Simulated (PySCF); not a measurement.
Species: C6H6FO (doublet state).
Structure used (GFN2-xTB), in Å, numbered top down from 1:
```
atom  x, y, z in Å
C1     2.424   -0.504   -0.945
C2     1.275   -0.069   -0.356
C3     1.029    1.029    0.501
C4    -0.331    1.004    0.806
C5    -0.863   -0.079    0.146
C6    -2.251   -0.615    0.088
F7    -3.094    0.150    0.847
O8     0.088   -0.734   -0.557
H9     2.424   -1.371   -1.575
H10    3.345    0.020   -0.783
H11    1.763    1.731    0.837
H12   -0.877    1.682    1.430
H13   -2.637   -0.605   -0.941
H14   -2.297   -1.640    0.480
```

The hyperfine couplings belong to this conformer and change with its torsions.

The species is `[CH2]C1=CC=C(CF)O1` [radical].

Computed, not measured: UKS B3LYP, pcH-1 on C F H O, non-relativistic, mean-field spin-orbit, GIAO in PySCF 2.14.0. The structure is a single GFN2-xTB conformer in the gas phase; no vibrational or solvent corrections. Couplings are sensitive to structure, and on GFN2-xTB geometries they can be far from those on DFT ones. The SCF solution wasn't tested for stability. ⟨S²⟩ is 0.777 where a pure state has 0.75.

The isotropic 13C couplings are +48.7, -42.2, +35.6, +33.1, -26.6, -15.1 MHz. Assign them to C1; C2; C3; C4; C5; C6.

```json
{"site": "C1", "a_iso (MHz)": "+48.7", "ρ(0) (bohr⁻³)": "+0.0433", "position": "largest spin population", "distance from C1 (Å)": "0.00", "spin population": "+0.64", "largest |T| (MHz)": "94.9"}
{"site": "C2", "a_iso (MHz)": "-42.2", "ρ(0) (bohr⁻³)": "-0.0375", "position": "1 bond from C1", "distance from C1 (Å)": "1.36", "spin population": "-0.20", "largest |T| (MHz)": "23.8"}
{"site": "C3", "a_iso (MHz)": "+35.6", "ρ(0) (bohr⁻³)": "+0.0317", "position": "a main spin site", "distance from C1 (Å)": "2.53", "spin population": "+0.40", "largest |T| (MHz)": "63.8"}
{"site": "C4", "a_iso (MHz)": "-26.6", "ρ(0) (bohr⁻³)": "-0.0237", "position": "1 bond from C3", "distance from C1 (Å)": "3.60", "spin population": "-0.13", "largest |T| (MHz)": "14.7"}
{"site": "C5", "a_iso (MHz)": "+33.1", "ρ(0) (bohr⁻³)": "+0.0294", "position": "2 bonds from C3", "distance from C1 (Å)": "3.49", "spin population": "+0.33", "largest |T| (MHz)": "61.4"}
{"site": "C6", "a_iso (MHz)": "-15.1", "ρ(0) (bohr⁻³)": "-0.0135", "position": "3 bonds from C3", "distance from C1 (Å)": "4.79", "spin population": "-0.03", "largest |T| (MHz)": "0.8"}
```

ρ(0) is the spin density at the nucleus and T the dipolar tensor; entries for several nuclei are means. The Mulliken spin populations are largest on C1 (+0.64), C3 (+0.40), C5 (+0.33) and C2 (-0.20). Three atoms exceed +0.15. The positive populations add up to 1.43 and the negative ones to -0.43, together 2S = 1. The angles at C1 add up to 360.0°, so it is planar. Main spin sites, with 60 % or more of the largest population: C1, C3; positions count bonds from the nearest.

Class means assume fast exchange of nuclei equivalent by connectivity; if that motion is slow, each nucleus keeps its own coupling. H9 and H10 aren't averaged: C1 is flat or nearly so (angle sum 360°), and its turn about the short C1–C2 bond (1.36 Å) is taken as slow.

On AMD EPYC 9B14, one thread, shared host, this took 40 s (grids of density and orbitals included) and 0.96 GiB of memory at its peak.
